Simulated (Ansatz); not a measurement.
Reaction (substitution at a C–Si bond): `C[SiH](C)[TeH]` + `N[Si](F)(F)F` → `CN[Si](F)(F)F` + `C[SiH2][TeH]`

Program: Ansatz. Geometries: PBE0-D4/def2-TZVP. ΔE: electronic, gas phase. CCSD(T)/CBS adds triple-zeta CCSD(T) − MP2 to the extrapolated MP2 energy (def2 sets, frozen cores). This one scheme is used for every species. Functionals use def2-TZVPP. B3LYP here is the variant with VWN-RPA as its local correlation; programs differ in this. HSE06 is defined as in plane-wave codes. Elements past krypton have def2 core potentials. For Te outer-core shells are correlated without core-valence functions, which leaves a few kJ/mol of doubt a bond. Each species was taken in one conformer, which may not be the lowest.

CCSD(T)/CBS gives +87.0 kJ/mol.

Another level gave +81.8 kJ/mol. Which?
A. HF/def2-TZVPP
B. HSE06/def2-TZVPP
C. B3LYP/def2-TZVPP
D. r2SCAN-D4/def2-TZVPP

B. HSE06 81.8, r2SCAN-D4 87.1, B3LYP 77.4, HF/def2-TZVPP 73.3 kJ/mol.

Largest T1 diagnostic among the species: 0.011.

In def2-TZVPP, CCSD(T) changes the Hartree–Fock value by +10.3 kJ/mol (the triples alone add +1.3 kJ/mol) and MP2 by +17.0 kJ/mol. Leaving LDA and LC-ωPBE aside and taking each functional with its dispersion term where it has one, the values, not all of them listed here, spread over 8.4 kJ/mol, from BLYP-D4 to r2SCANh-D4. At CCSD(T), def2-SVP lies −23.7 kJ/mol from the extrapolated value and def2-TZVPP −3.4 kJ/mol.

CCSD(T)/CBS has its own doubt, a few kJ/mol and more with outer-core shells, so smaller differences from it don't rank the levels.
